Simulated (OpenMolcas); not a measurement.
# Lines of W3+: computed and rescaled rates

```yaml
Program: OpenMolcas 26.06
Method: "MS-RASPT2, IPEA 0.25 Eh, imaginary shift 0.1 Eh (closed shells correlated: 5s)"
Basis: ANO-RCC-VTZP [8s7p5d3f2g1h]
Scalar_Hamiltonian: DKH2, point nucleus
Active_space: 9 electrons in 8 orbitals (RAS1 5p, at most 2 holes; RAS2 5d)
State_averaging: 2S+1 = 4 even, 10 roots; 2S+1 = 2 even, 40 roots
Spin-orbit_coupling: RASSI with atomic mean-field integrals over the reference wave functions, term energies averaged over their components
```

Rates come from the transition moments of the reference wave functions (E1 and E2 in the length form). At fixed line strength A goes as λ^-3 for E1 and M1 and as λ^-5 for E2, so a rate at the computed wavelength can be rescaled to the measured one. Measured vacuum wavelengths follow from level energies in the list in J. Phys. B 45, 035001 (2012). Branching counts decays inside the model space alone, at computed energies, and the table is only a selection of the E2 and M1 lines, drawn from those between levels with measured partners whose computed energy lies within a factor of 1.5 of the measured one.

| Upper | Lower | Type | λ computed (nm) | λ measured (nm) | A computed (s-1) | A rescaled (s-1) | Branching % |
| --- | --- | --- | --- | --- | --- | --- | --- |
| 5d3 4F 9/2 [72 %] | 5d3 4F 7/2 | M1 | 3746 | 3981 | 4.17e-01 | 3.47e-01 | 100.0 |
| 5d3 4F 7/2 | 5d3 4F 5/2 | M1 | 2912 | 3118 | 1.55e+00 | 1.26e+00 | 100.0 |
| 5d3 4F 5/2 | 5d3 4F 3/2 | M1 | 2592 | 2827 | 2.22e+00 | 1.71e+00 | 100.0 |
| 5d3 2D 5/2(1) | 5d3 4P 5/2 | M1 | 1485 | 1793 | 7.90e-01 |  | 5.4 |
| 5d3 2G 7/2 | 5d3 4F 7/2 | M1 | 1083 | 1174 | 2.97e+00 |  | 29.1 |
| 5d3 4P 5/2 | 5d3 4F 7/2 | M1 | 897 | 957.4 | 4.99e-01 |  | 9.6 |
| 5d3 2G 7/2 | 5d3 4F 5/2 | M1 | 789.4 | 853 | 7.22e+00 |  | 70.6 |
| 5d3 2F 5/2 | 5d3 4P 5/2 | M1 | 789.2 | 930.4 | 1.45e+00 |  | 18.8 |
| 5d3 2H 11/2 | 5d3 4F 9/2 [72 %] | M1 | 716.6 | 771.2 | 1.54e+00 |  | 46.6 |
| 5d3 4P 5/2 | 5d3 4F 5/2 | M1 | 685.8 | 732.5 | 4.74e-01 |  | 9.1 |
| 5d3 2F 5/2 | 5d3 2G 7/2 | M1 | 685.6 | 788.8 | 1.51e+00 |  | 19.5 |
| 5d3 2F 7/2 | 5d3 2G 7/2 | M1 | 684.4 | 760.4 | 2.57e+00 |  | 29.8 |
| 5d3 2D 5/2(2) | 5d3 2F 7/2 | M1 | 631.4 | 672.3 | 5.17e+00 |  | 8.9 |
| 5d3 2D 5/2(2) | 5d3 2F 5/2 | M1 | 630.4 | 651.5 | 9.32e+00 |  | 16.0 |
| 5d3 2D 5/2(1) | 5d3 4F 7/2 | M1 | 559.2 | 624.2 | 9.42e+00 |  | 65.0 |
| 5d3 2F 7/2 | 5d3 4F 9/2 [72 %] | M1 | 472.2 | 522 | 3.73e+00 |  | 43.2 |
| 5d3 2D 5/2(1) | 5d3 4F 5/2 | M1 | 469.1 | 520.1 | 1.70e+00 |  | 11.7 |
| 5d3 2F 7/2 | 5d3 4F 7/2 | M1 | 419.4 | 461.5 | 2.94e-01 |  | 3.4 |
| 5d3 2F 7/2 | 5d3 4F 5/2 | M1 | 366.6 | 402 | 1.19e+00 |  | 13.7 |
| 5d3 2D 5/2(2) | 5d3 4P 5/2 | M1 | 350.5 | 383.2 | 1.28e+01 |  | 22.0 |
| 5d3 2D 5/2(2) | 5d3 2G 7/2 | M1 | 328.4 | 356.8 | 2.11e+00 |  | 3.6 |
| 5d3 2F 5/2 | 5d3 4F 3/2 | M1 | 321.4 | 357.9 | 2.52e+00 |  | 32.6 |
| 5d3 2F 5/2 | 5d3 4F 3/2 | E2 | 321.4 | 357.9 | 3.09e-01 |  | 4.0 |
| 5d3 2D 5/2(2) | 5d3 4F 9/2 [72 %] | E2 | 270.2 | 293.9 | 2.95e+00 |  | 5.1 |
| 5d3 2D 5/2(2) | 5d3 4F 7/2 | M1 | 252 | 273.7 | 2.53e+00 |  | 4.3 |

Spin-changing lines and M1 lines between different terms are not rescaled, since their strength hangs on the term gaps too.

The largest correction is for 5d3 4F 5/2 → 5d3 4F 3/2 (M1): 2.22e+00 × (2592 / 2827)^3 = 1.71e+00 s-1, a factor of 0.77.

The computed rate and branching of 5d3 4F 5/2 → 5d3 4F 3/2 give the upper level a radiative lifetime of 1.000 / 2.22e+00 s-1 = 4.50e-01 s, counting decays inside the model space alone. The rescaled rate gives about 5.8e-01 s.

These are rates of the free ion; in crystals, glasses and complexes forced electric-dipole and non-radiative decay shorten such lifetimes by orders of magnitude. No measured rate stands beside these. Rescaling mends the energy factor alone: line strengths can still be far off where a level mixes with configurations outside the active space, and weak or spin-changing lines hang on small mixing coefficients that depend on the term gaps too, so rescaling need not improve them.

CASPT2 does not keep the components of a term degenerate, so their means are used; among the terms shown or strongly mixed into the levels shown the widest spread is 900 cm-1 (5d3 4F). Over all roots computed the reference weight is 0.91 to 0.97; the roots of lowest weight are the least certain, and an intruder state may touch them. Active for correlation alone: 5p; no level in the range computed is led by a configuration that opens it, so any true level of that kind is missing. The CASPT2 spread within a term exceeds the gap to the next term for 5d3 2H and 5d3 2D(1), so the order of their levels is uncertain. Measured partners are found by configuration, term and J. A level has none where our copy of the source lacks it or the pairing is in doubt (some pairs that miss far off the trend of their configuration count as doubtful). Levels of configurations outside the active space are missing.

A share in square brackets marks a mixed level and gives the weight of the term that names it. A number in round brackets counts repeated terms of one configuration in the order of the reference energies.
